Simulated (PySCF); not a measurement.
**First hyperpolarisability: 4-bromobenzotrifluoride (SMILES FC(F)(F)c1ccc(Br)cc1)**

Cartesian coordinates in Å; atom numbers follow the order of the lines, from 1:
```xyz
15

F     2.7565   -0.2138    1.1189
C     2.2349    0.2031   -0.0405
F     2.6312    1.4653   -0.2215
F     2.7869   -0.5392   -1.0051
C     0.7367    0.0817   -0.0406
C     0.1448   -1.1509   -0.3200
C    -1.2381   -1.2900   -0.2746
C    -2.0244   -0.1846    0.0508
Br   -3.8979   -0.3656    0.1132
C    -1.4445    1.0527    0.3269
C    -0.0593    1.1805    0.2799
H     0.7686   -2.0080   -0.5813
H    -1.7071   -2.2504   -0.4934
H    -2.0729    1.9095    0.5745
H     0.4051    2.1458    0.4887
```

Theory: quadratic response CAM-B3LYP/aug-cc-pVDZ first hyperpolarisability, Taylor convention, gas phase in PySCF 2.14.0. Geometry: PBE0-D3(BJ)/def2-SVP.

The calculation is non-relativistic, which matters for the atoms heavier than Zn.

Task: Give β for the processes computed.

Result: In 10⁻³⁰ esu, Taylor convention; the vector part is βᵢ = ⅓ Σⱼ (βᵢⱼⱼ + βⱼᵢⱼ + βⱼⱼᵢ); β∥ is 3/5 of the vector part along the dipole, the dipole points from − to +:
```tsv
process	λ (nm)	β vector norm	β∥	β HRS	depolarisation ratio
static β(0;0,0)	∞	0.21	-0.12	0.37	1.58
second harmonic β(−2ω;ω,ω)	1907	0.13	-0.07	0.40	1.52
Pockels β(−ω;ω,0)	1907	0.18	-0.11	–	–
second harmonic β(−2ω;ω,ω)	1064	0.13	0.07	0.48	1.52
Pockels β(−ω;ω,0)	1064	0.12	-0.07	–	–
```

Task: Which lowest excitations, dipole and polarisabilities go with it?

Result: S1 5.25 eV (f = 0.000); S2 5.70 eV (f = 0.190); S3 5.88 eV (f = 0.000); dipole 1.17 D; isotropic α 104.9 au static, 105.3 au at 1907 nm, 106.1 au at 1064 nm, 106.4 au at 953.5 nm, 110.2 au at 532 nm.
